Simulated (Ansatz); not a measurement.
Frontier orbitals of C2H5ClOSn.

```xyz
10

C    -0.3264    0.1810   -2.0378
Sn    1.2655    0.4976   -0.5695
O    -0.2967   -0.3709    1.2265
C     0.1493   -0.7456    2.2649
Cl   -0.8424   -1.2967    3.5628
H    -1.3038    0.3331   -1.5762
H    -0.2792   -0.8161   -2.4769
H    -0.2155    0.9205   -2.8368
H     0.6315    2.0810   -0.0669
H     1.2177   -0.7839    2.5099
```

Total charge 0; spin multiplicity 1. Correlated methods include outer-core shells of Sn, which these sets cover unevenly. Sn: def2 effective core potential. The bonds changed during the relaxation, so this is another structure than the one it started from. The structure was optimised at the PBE0-D4/def2-TZVP level. Basis def2-TZVPP, Ansatz 0.2.0.

Orbital energies of one run (eV). Highest occupied ones, from the top: -5.72, -7.37, -9.91, -10.33, -10.51, -10.62, -10.69, -12.00, -13.73, -14.72, -15.84, -18.46, -18.62, -25.31. Empty: -2.41, -1.36, -0.06, 0.64, 1.67, 2.28.

Which functional gave them?
A. PBE0
B. BLYP
C. LDA (SPW92)
D. B97M-V

A. HOMO energies: PBE0 -5.72, BLYP -4.67, B97M-V -4.93, LDA (SPW92) -4.96 eV.
